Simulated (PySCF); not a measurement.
This PySCF input asks for the NMR shieldings of `C=C(C)P1CCSCC1`, C7H13PS; the geometry comes from GFN2-xTB.

```python
import basis_set_exchange as bse
import numpy as np
from pyscf import gto, dft
from pyscf.prop import nmr

atoms = """
C     2.403670   -1.036883    0.390281
C     1.751201    0.116688    0.356604
C     2.436702    1.416179    0.053076
P    -0.008117    0.301920    0.839709
C    -0.655384   -1.419429    0.538752
C    -2.174112   -1.413306    0.482035
S    -2.798352   -0.662037   -1.053410
C    -2.151638    1.021398   -0.811952
C    -0.634711    1.051390   -0.754681
H     3.458218   -1.088322    0.166720
H     1.931803   -1.971868    0.636377
H     2.140552    2.173552    0.779068
H     2.158261    1.776026   -0.937551
H     3.517912    1.299274    0.082674
H    -0.245679   -1.827008   -0.389800
H    -0.335238   -2.047280    1.375882
H    -2.571634   -2.428714    0.481437
H    -2.604181   -0.863114    1.321963
H    -2.592885    1.420340    0.103809
H    -2.523030    1.591580   -1.664148
H    -0.299943    2.092285   -0.786893
H    -0.213825    0.516717   -1.611587
"""
names = dict.fromkeys(["C", "P", "S", "H"], "pcSseg-1")
basis = {el: gto.basis.parse(bse.get_basis(n, elements=[el], fmt="nwchem")) for el, n in names.items()}
mol = gto.M(atom=atoms, basis=basis, charge=0, verbose=0)
mf = dft.RKS(mol, xc="PBE0")
mf.grids.level = 2
mf.grids.alignment = dft.numint.BLKSIZE   # the property module wants whole blocks of grid points
mf.conv_tol = 1e-9
mf.kernel()

calc = nmr.RKS(mf)   # GIAO
C = mf.mo_coeff
Co = C[:, mf.mo_occ > 0]
resp = mf.gen_response(singlet=True, hermi=2)
def vind(x):   # induced exchange potential for any number of trial vectors
    d = np.einsum("pi,xij,qj->xpq", C, 2 * x.reshape(-1, C.shape[1], Co.shape[1]), Co, optimize=True)
    return np.einsum("xpq,pi,qj->xij", resp(d - d.transpose(0, 2, 1)), C, Co, optimize=True).ravel()
mo1, _ = nmr.rhf.solve_mo1(calc, with_cphf=vind)
sigma = calc.kernel(mo1)
for i, s in enumerate(sigma):   # ppm
    print("%2d %-2s %9.2f" % (i, mol.atom_pure_symbol(i), np.trace(s) / 3))
```

Question: What are the results?

Answer: 
```
 0 C      64.98
 1 C      27.89
 2 C     162.22
 3 P     364.14
 4 C     154.50
 5 C     152.69
 6 S     477.74
 7 C     151.27
 8 C     153.50
 9 H      26.03
10 H      26.54
11 H      29.90
12 H      29.67
13 H      29.72
14 H      29.77
15 H      29.53
16 H      28.93
17 H      28.73
18 H      28.80
19 H      28.94
20 H      29.47
21 H      29.98
```

These numbers come from an equivalent density-fitted implementation of the same equations, which agrees with the script to about 0.01 ppm for H and up to a few tenths of a ppm for heavy atoms, so last digits may differ.

Question: Turn these shieldings into chemical shifts. Referencing at the same level of theory: 13C (σ = 186.93 ppm), 1H (σ = 31.72 ppm) vs TMS; H3PO4 for 31P (σ = 318.38 ppm); 33S (σ = 503.73 ppm) vs CS2.

Answer: Averaging equivalent atoms: C 1: 159.0; C 0: 121.9; C 5/7: 34.9; C 4/8: 32.9; C 2: 24.7; P 3: -45.8; S 6: 26; H 9: 5.68; H 10: 5.17; H 16/17/18/19: 2.87; H 14/15/20/21: 2.03; H 11/12/13: 1.95 ppm. Experimental scales use liquid or dissolved standards, which lie at an offset from isolated H3PO4.

Size and cost of the density-fitted run: 232 basis functions, 54 s wall time on 1 thread of an Arm Neoverse V1, shared host; peak memory 1.1 GiB.
